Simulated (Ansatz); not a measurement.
Wavefunction ladder for CH5BN2Zn, SMILES `B[N]1C[NH][Zn]1`

```xyz
10

B     0.172    1.601    0.887
N    -0.025    0.663   -0.102
C     0.037   -0.813    0.040
N     0.065   -1.404   -1.304
Zn   -0.353    0.338   -1.952
H     0.068    2.768    0.622
H     0.445    1.256    2.009
H    -0.809   -1.171    0.638
H     0.974   -1.054    0.558
H    -0.574   -2.184   -1.395
```

Charge 0, multiplicity 1. For Zn the d shell is correlated and the shells below it are frozen. Scalar relativity is left out up to krypton. The structure was optimised at the PBE0-D4/def2-TZVP level. Frozen core, restricted reference, Ansatz 0.2.0.

| basis | HF (Eh) | MP2 corr. | CCSD corr. | (T) | CCSD(T) total |
| --- | --- | --- | --- | --- | --- |
| def2-SVP | -1951.72379 | ? | -0.88063 | ? | ? |
| def2-TZVPP | ? | -1.20244 | ? | -0.04918 | ? |
| def2-QZVPP | -1952.22154 | -1.28274 | – | – | – |

Question: Fill in the withheld values. (Estimate.)

Answer: Computed: def2-SVP MP2 corr.: -0.86810; def2-SVP (T): -0.03034; def2-SVP CCSD(T) total: -1952.63476; def2-TZVPP HF (Eh): -1952.17062; def2-TZVPP CCSD corr.: -1.17668; def2-TZVPP CCSD(T) total: -1953.39648.
